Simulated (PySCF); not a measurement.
**How methods differ on the ionisation energy of Cd(2+)**

Cd(2+) [Kr] 4d10 (1S) → Cd(3+) [Kr] 4d9 (2D), as a difference of total energies. Calculation: PySCF 2.14, in x2c-QZVPPall with one added diffuse shell each of s, p, d, f, g type (14s9p8d5f3g, 143 functions); the spin-free X2C one-electron Hamiltonian (Gaussian nucleus). The calculations carry no spin-orbit coupling.

| method | ionisation energy (eV) |
| --- | --- |
| UHF | 35.885 |
| TPSSh | 37.489 |
| M06-2X | 37.684 |
| TPSS | 37.521 |

The reference lies between the lowest fine-structure levels, while these numbers refer to the centres of the terms.

For comparison: 37.468 ± 0.006 eV (measured; NIST Atomic Spectra Database, ionization energies).
